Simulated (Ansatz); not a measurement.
`C#C[Si](C)(Cl)Cl` + H₂ → `C[SiH](Cl)Cl` + acetylene at 500 K and 1 bar (hydrogenolysis of the Si–C bond).

Computed with Ansatz on PBE0-D4/def2-TZVP structures; ΔE is electronic, products minus reactants. CCSD(T)/CBS adds triple-zeta CCSD(T) − MP2 to the extrapolated MP2 energy (def2 sets, frozen cores). This one scheme is used for every species.

| species | CCSD(T)/CBS energy (Eh) | H − E (kJ/mol) | S (J/(mol·K)) |
| --- | --- | --- | --- |
| `C#C[Si](C)(Cl)Cl` | -1325.27391 | 210.6 | 450.1 |
| H₂ | -1.17544 | 41.0 | 145.5 |
| `C[SiH](Cl)Cl` | -1249.21450 | 168.0 | 382.4 |
| `C#C` | -77.22717 | 90.7 | 225.3 |

H − E and S are ideal-gas, rigid-rotor, harmonic terms from PBE0-D4/def2-TZVP. The MP2-based limit puts H₂ 0.8 mEh under its directly extrapolated value; such offsets cancel only in part. 1 Eh = 2625.50 kJ/mol, R = 8.31446 J/(mol·K).

Question: By hand: ΔE, ΔH, ΔS and ΔG.

Answer: ΔE = (-1249.21450) + (-77.22717) − (-1325.27391) − (-1.17544) = 0.00768 Eh = 20.2 kJ/mol. Δ(H − E) = 168.0 + 90.7 − 210.6 − 41.0 = 7.1, so ΔH = 27.3 kJ/mol. ΔS = 382.4 + 225.3 − 450.1 − 145.5 = 12.1 J/(mol·K). ΔG = 27.3 − 500 × (12.1)/1000 = 21.2 kJ/mol.

Question: By hand: the equilibrium constant, and the temperature at which ΔG would vanish if ΔH and ΔS stayed fixed.

Answer: log₁₀ K = −ΔG/(RT ln 10) = -2.2. ΔG = 0 at ΔH/ΔS = 2256 K, though so small a ΔS makes that figure unsure.

The number of gas molecules stays the same, so ΔS is small and ΔH decides. A doubt of 5 kJ/mol in ΔE shifts log₁₀ K by 0.5 here. These are equilibria of isolated gas molecules and say nothing of rates. Largest T1 diagnostic: 0.013 (customary marks: 0.02 for closed shells, 0.045 for open ones).
